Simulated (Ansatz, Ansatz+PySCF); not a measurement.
```xyz
2

Cr    0.0000    0.0000   -0.0718
H     0.0000    0.0000    1.7231
```

Basis set: def2-SVP (spherical functions). Left uncorrelated: 5 orbitals. Correlation on ROHF uses semicanonical orbitals with singles. Charge 0, multiplicity 6.

Computed with Ansatz (development build ahead of 0.2.0); each method stands on the lowest determinant of its kind that the runs found.

The atomization energy at this shape (free ground-state atoms in the same class of orbitals less the molecule, no zero-point energy) of sextet CrH:

```tsv
method	atomization energy
UHF-CCSD(T)	2.01 eV
ROHF-MP2	1.63 eV
UHF	0.98 eV
ROHF	0.78 eV
```

Problem. What does UHF-MP2 give?

Solution. 1.69 eV.
